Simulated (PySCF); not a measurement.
Ionisation energy of Ho³⁺ by level of theory

Ho³⁺ [Xe] 4f10 [4f5/2^6 4f7/2^4, M_J = 8] → Ho⁴⁺ [Xe] 4f9 [4f5/2^6 4f7/2^3, M_J = 15/2], as a difference of total energies. Calculation: PySCF 2.14, in x2c-QZVPPall-2c; the two-component X2C-1e Hamiltonian. Correlated levels: [Ar] 3d10 frozen; the 34 highest virtual spinors dropped. "Screened" scales the spin-orbit matrix elements by Boettger's factors to mimic the two-electron term; Breit and QED terms are absent.

Q: Order these methods by the ionisation energy they give, lowest first.
A. GMP2 (screened spin-orbit)
B. GHF (screened spin-orbit)
C. GMP2 (spin-free)
D. GHF (spin-free)

A: B (38.814 eV), D (38.856 eV), A (42.950 eV), C (42.989 eV).

The spin-free rows relax to the high-spin LS determinant and lack the spin-orbit shift.

The labels give the starting determinants; with spin-orbit coupling the two ends relaxed to ⟨J²⟩ = 72.01, ⟨L²⟩ = 42.87, ⟨S²⟩ = 5.86 and ⟨J²⟩ = 63.77, ⟨L²⟩ = 30.77, ⟨S²⟩ = 8.56.

For comparison: 42.52 ± 0.08 eV (semi-empirical (NIST evaluation); NIST Atomic Spectra Database, ionization energies).
